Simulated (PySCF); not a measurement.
Distorted geometries of YbF3(NH3)

YbF3(NH3) (singlet in the valence; each metal's 4f electrons, 13 of them, lie in its core potential, out of spins and levels). PySCF 2.14.0, RKS PBE0, Yb lcecp-1-SVP with ECP59, F def2-SVP, N def2-SVP, H def2-SVP; non-relativistic Hamiltonian with scalar-relativistic core potentials where named; density fitting; no spin-orbit coupling. Relaxed geometry:

```xyz
8

Yb    0.0905   -0.0905    0.0905
F     1.0493    1.3644    1.0493
F    -1.3644   -1.0493    1.0493
F     1.0493   -1.0493   -1.3644
N    -1.3150    1.3150   -1.3150
H    -1.9247    1.9247   -0.7661
H    -0.7661    1.9247   -1.9247
H    -1.9247    0.7661   -1.9247
```

Order these distorted geometries by energy above the relaxed one, lowest first.
A.
```xyz
8

Yb   -0.0289   -0.1014    0.1581
F     0.9970    1.2949    1.0476
F    -1.3799   -1.0468    1.0409
F     1.1818   -1.1712   -1.3762
N    -1.2563    1.3013   -1.3665
H    -1.8818    1.9835   -0.8036
H    -0.7848    2.0568   -1.8674
H    -1.9530    0.7888   -1.9387
```
B.
```xyz
8

Yb    0.0422   -0.1036    0.1073
F     1.0728    1.3765    0.9412
F    -1.3965   -1.0266    1.0805
F     1.0534   -1.1042   -1.3211
N    -1.3503    1.2589   -1.2513
H    -1.8644    1.9329   -0.7399
H    -0.7064    1.9708   -1.8865
H    -1.9567    0.8012   -2.0360
```
C.
```xyz
8

Yb    0.0852   -0.1603    0.0711
F     1.0147    1.3802    0.9289
F    -1.2958   -0.9016    1.1548
F     0.9771   -1.1675   -1.3810
N    -1.3169    1.2673   -1.2405
H    -1.9880    1.9007   -0.7652
H    -0.7716    1.8952   -1.9661
H    -1.8104    0.8919   -1.9079
```

B (0.48 eV), C (0.75 eV), A (0.85 eV).

Which forces (eV/Å) act in the one that lies 0.48 eV up?


```
Yb   0.83 -0.34 -0.57
F   -0.05  0.09  0.09
F   -0.34 -0.21  0.32
F   -0.31  0.21  0.34
N    2.00  0.87 -5.10
H   -1.42  0.75  0.82
H   -1.73 -2.41  2.00
H    1.01  1.03  2.11
```
Forces carry noise of the integration grid, about 0.01 to 0.03 eV/Å.

An lcecp potential fixes the number of 4f electrons, so in runs with it no electron can move into or out of that shell.
